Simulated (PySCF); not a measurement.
## Correlation energy of Gd⁺ (gadolinium, charge +1)

[Xe] 4f8 6s1, 6s spin antiparallel (an excited configuration). All numbers are calculated (PySCF 2.14, scalar relativity by spin-free X2C-1e, in cc-pVDZ-X2C (8s7p5d3f1g, 84 functions)). Frozen: [Ar] 3d10; 35 electrons correlated.

MP2 pair energies summed by pair of shells (mhartree):

| pair | energy | share (%) |
| --- | --- | --- |
| 4f-4f | -160.45 | 17.3 |
| 4d-4f | -154.05 | 16.6 |
| 4f-5p | -153.50 | 16.5 |
| 5p-5p | -116.37 | 12.5 |
| 4d-4d | -86.82 | 9.3 |
| 4d-5p | -66.27 | 7.1 |
| 5s-5p | -30.61 | 3.3 |
| 4f-5s | -30.08 | 3.2 |
| 4p-4d | -25.37 | 2.7 |
| 4p-4f | -23.72 | 2.6 |
| 4d-5s | -19.87 | 2.1 |
| 5p-6s | -16.95 | 1.8 |
| 4p-4p | -7.24 | 0.8 |
| 4f-6s | -7.05 | 0.8 |
| 5s-5s | -5.83 | 0.6 |
| 4p-5p | -5.71 | 0.6 |
| 4s-4f | -4.94 | 0.5 |
| 4s-4d | -4.83 | 0.5 |
| 4p-5s | -3.04 | 0.3 |
| 4s-4p | -2.51 | 0.3 |
| 4d-6s | -1.65 | 0.2 |
| 5s-6s | -0.86 | 0.1 |
| 4s-5p | -0.57 | 0.1 |
| 4s-4s | -0.56 | 0.1 |
| 4s-5s | -0.24 | 0.0 |
| 4p-6s | -0.11 | 0.0 |
| 4s-6s | -0.01 | 0.0 |

Total MP2 correlation energy: -929.19 mhartree.

Same-spin part -391.74 and opposite-spin part -537.45 mhartree; SCS-MP2 scales them by 1/3 and 6/5 to -775.52 mhartree.

This basis was not built for core-valence correlation, so the inner-shell part is incomplete.
